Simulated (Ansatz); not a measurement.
One geometry of `[SiH3]N([SiH3])B(Cl)Cl`, several functionals.

```yaml
crystal:
  periodic: [false, false, false]
  atoms:
    - {symbol: Si, position_ang: [-1.081159, -0.789367, 1.015989]}
    - {symbol: N, position_ang: [-0.022293, 0.187429, -0.005742]}
    - {symbol: Si, position_ang: [1.289820, -0.522958, -0.950720]}
    - {symbol: B, position_ang: [-0.230474, 1.572111, -0.069160]}
    - {symbol: Cl, position_ang: [0.789280, 2.608397, -1.069152]}
    - {symbol: Cl, position_ang: [-1.522687, 2.348602, 0.847909]}
    - {symbol: H, position_ang: [-0.626610, -2.193801, 0.884299]}
    - {symbol: H, position_ang: [-2.486057, -0.678897, 0.558362]}
    - {symbol: H, position_ang: [-0.970321, -0.363678, 2.430833]}
    - {symbol: H, position_ang: [1.266578, -1.981117, -0.686849]}
    - {symbol: H, position_ang: [2.594305, 0.036190, -0.525314]}
    - {symbol: H, position_ang: [1.076519, -0.278010, -2.396355]}
basis:
  gaussian: {orbitals: def2-TZVPP}
hamiltonian: {xc: {name: PBE-QIDH}}
```

```sh
$ ansatz run in.yaml --threads 4 --pin off --events-out ev --progress --plain --max-ram 11315MiB
```

Output, abridged:

```
Functional definition: PBE-QIDH
1831 factors; integrals over basis functions are off by at most 9.4e-4 eV
mean field evaluation 1: about -43030.7031 eV, gradient 4.2e1 eV
mean field evaluation 2: about -43030.9654 eV, gradient 4.2e1 eV
mean field evaluation 4: about -43034.5695 eV, gradient 4.2e0 eV
mean field evaluation 8: about -43034.6210 eV, gradient 2.6e-1 eV
mean field evaluation 16: about -43034.6212 eV, gradient 8.1e-5 eV
mean field -43034.62120088 eV, -1581.4931592184 hartree, gradient 5.3e-6 eV, S^2 0.000000; 0 other end points of the search recorded, 0 dependent functions left out
22 core orbitals not correlated: weight in the atoms' cores, before any rotation towards them, 1.000 or more for the frozen orbitals, at most 0.000 for the correlated occupied ones
reference -43034.62121670 eV, -1581.4931597997 hartree; 18, 18 occupied and 274, 274 virtual orbitals, 1831 factors
second order -28.89658514 eV of doubles, -0.00000000 eV of singles
Total energy: -43044.25341174 eV, -1581.8471364386 hartree
```

Hardware: 4 threads of an AMD EPYC 7R32 on a shared host. Wall time 9.5 s, peak host memory 1.1 GiB.

The same input with `hamiltonian: {xc: {name: BHLYP}, dispersion: d4}` (abridged; 6.5 s):

```
Functional definition: BHLYP
mean field evaluation 16: about -43070.1179 eV, gradient 6.4e-5 eV
mean field -43070.11792070 eV, -1582.7976396112 hartree, gradient 6.4e-5 eV, S^2 0.000000
Total energy: -43070.68486437 eV, -1582.8184744068 hartree
```

The same input with `hamiltonian: {xc: {name: r2SCANh}, dispersion: d4}` (abridged; 9 s):

```
Functional definition: r2SCANh
mean field evaluation 16: about -43066.6212 eV, gradient 5.7e-5 eV
mean field -43066.62123481 eV, -1582.6691387748 hartree, gradient 5.7e-5 eV, S^2 0.000000
Total energy: -43066.73355942 eV, -1582.6732666281 hartree
```

The same input with `hamiltonian: {xc: {name: BLYP}, dispersion: d4}` (abridged; 3.2 s):

```
Functional definition: BLYP
mean field evaluation 16: about -43069.5835 eV, gradient 7.6e-5 eV
mean field -43069.58348338 eV, -1582.7779994019 hartree, gradient 7.6e-5 eV, S^2 0.000000
Total energy: -43070.50103745 eV, -1582.8117188922 hartree
```

Changing it to `hamiltonian: {xc: {name: B3LYP}, dispersion: d4}` and forces (abridged; 9.5 s):

```
Functional definition: B3LYP
mean field evaluation 16: about -43073.3010 eV, gradient 4.1e-5 eV
mean field -43073.30096562 eV, -1582.9146143546 hartree, gradient 4.1e-5 eV, S^2 0.000000
Total energy: -43073.99282727 eV, -1582.9400398013 hartree
Atom 0 force    -0.118633    -0.177357     0.124968 eV/Å
Atom 1 force    -0.005156     0.034704    -0.001765 eV/Å
Atom 2 force     0.166808    -0.145527    -0.110537 eV/Å
Atom 3 force     0.018548    -0.121244     0.005993 eV/Å
Atom 4 force     0.119612     0.179290    -0.127282 eV/Å
Atom 5 force    -0.168929     0.146886     0.111992 eV/Å
Atom 6 force    -0.043936     0.098816     0.019208 eV/Å
Atom 7 force     0.099829    -0.014074     0.038639 eV/Å
Atom 8 force    -0.012262    -0.037666    -0.100324 eV/Å
Atom 9 force     0.013039     0.105192    -0.028662 eV/Å
Atom 10 force    -0.090784    -0.046046    -0.035551 eV/Å
Atom 11 force     0.021864    -0.022973     0.103321 eV/Å
Dipole moment:     0.046466    -0.308984     0.014169 e Å
```

Changing it to `hamiltonian: {xc: {name: B2PLYP}}` (abridged; 9.5 s):

```
Functional definition: B2PLYP
mean field evaluation 16: about -43047.3016 eV, gradient 6.3e-5 eV
mean field -43047.30156253 eV, -1581.9591539141 hartree, gradient 1.0e-5 eV, S^2 0.000000
22 core orbitals not correlated: weight in the atoms' cores, before any rotation towards them, 1.000 or more for the frozen orbitals, at most 0.000 for the correlated occupied ones
second order -31.14344788 eV of doubles, -0.00000000 eV of singles
Total energy: -43055.71050118 eV, -1582.2681767097 hartree
```

B3LYP takes the VWN-RPA correlation (the form of Gaussian; ORCA's B3LYP/G).
